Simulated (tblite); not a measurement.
Species: C6H11OP.
Cartesian coordinates in Å at the GFN2-xTB level; atoms count from 1:
```xyz
19
C6H11OP angstrom
C      3.6188    0.3060    0.1067
C      2.2690    0.5617    0.7104
C      1.1889    0.8080    0.0278
P     -0.1343    1.2823   -0.8084
C     -0.8825   -0.4128   -1.1879
C     -1.5173   -1.0486    0.0423
C     -2.6738   -0.1971    0.5509
O     -2.1625    1.0830    0.8486
H      3.5757    0.3802   -0.9769
H      3.9729   -0.6880    0.3818
H      4.3372    1.0338    0.4842
H      2.2338    0.5035    1.7954
H     -1.6370   -0.2763   -1.9678
H     -0.0965   -1.0585   -1.5836
H     -0.7684   -1.1287    0.8321
H     -1.8888   -2.0488   -0.1929
H     -3.4512   -0.1330   -0.2231
H     -3.1136   -0.6509    1.4509
H     -2.8801    1.6935    1.0420
```

All values are computed: GFN2-xTB (tblite) harmonic vibrations without scaling, gas phase. This tight-binding method is rough: wavenumbers can miss measured ones by several per cent, in bad cases by 10 to 20. One conformer, not necessarily the lowest.

Harmonic wavenumbers (cm⁻¹): 31.2, 61.7, 102.6, 120.6, 138.6, 173.3, 179.0, 263.5, 291.7, 320.5, 397.0, 459.9, 492.0, 648.0, 751.3, 778.4, 834.1, 890.4, 918.3, 1004.8, 1020.1, 1028.9, 1048.1, 1101.2, 1105.4, 1140.4, 1161.2, 1220.3, 1250.5, 1266.4, 1274.0, 1333.5, 1365.5, 1390.2, 1448.2, 1464.0, 1479.3, 1483.6, 1487.7, 1861.4, 2867.6, 2897.4, 2949.6, 2961.0, 2965.8, 2971.1, 2988.9, 2990.9, 3003.6, 3045.5, 3559.1.

A = 3233, B = 843.6, C = 829.3 MHz; mass 130.055 u (most abundant isotopes); point group C1, symmetry number 1.

What is the zero-point energy?

Half the sum of the wavenumbers: 33994 cm⁻¹ = 97.19 kcal/mol.

Give the ideal-gas entropy at 350 K and 1 bar in the rigid-rotor, harmonic-oscillator model (classical rotation).

Translation 41.32, rotation 29.82, vibration 38.44: S = 109.6 cal/(mol K).

And Cp and H(350 K) − H(0)?

Cp = 43.27 cal/(mol K), of which vibrations give 35.32 (their classical limit is 51 R = 101.3); H(350 K) − H(0) = 9.44 kcal/mol without the zero-point energy, 6.66 from vibrations.

What must be added to the electronic energy to get the Gibbs energy at 350 K and 1 bar?

ZPE + [H(350 K) − H(0)] − T·S = 97.19 + 9.44 − 38.35 = 68.28 kcal/mol.

Blend soft modes into free rotors: weight 1/[1 + (100 cm⁻¹/ν̃)⁴] for the oscillator and the rest for a rotor with moment μB/(μ + B), μ = h/(8π²ν), B = 10⁻⁴⁴ kg m². What vibrational entropy results?

34.84 cal/(mol K) in place of 38.44, which changes −T·S at 350 K by +1.26 kcal/mol.

How do the functions run with temperature in this model?

| T (K) | S (cal/(mol K)) | Cp (cal/(mol K)) | H − H(0) (kcal/mol) | G − H(0) (kcal/mol) | ln q(vib) |
| --- | --- | --- | --- | --- | --- |
| 100 | 72.3 | 20.9 | 1.43 | -5.79 | 2.37 |
| 200 | 89.6 | 29.7 | 3.98 | -13.94 | 5.50 |
| 300 | 103.3 | 38.6 | 7.39 | -23.59 | 8.39 |
| 500 | 127.2 | 55.9 | 16.91 | -46.70 | 13.77 |
| 800 | 157.7 | 73.5 | 36.55 | -89.58 | 21.24 |
| 1000 | 174.9 | 81.3 | 52.06 | -122.88 | 25.83 |

q(vib) and H(0) count from the zero-point level.

Hindered rotation and anharmonicity are outside this model. Other conformers, if any are populated, would add a mixing term that is left out. The structure is chiral; the term R ln 2 for an equal mix with its mirror image is left out.
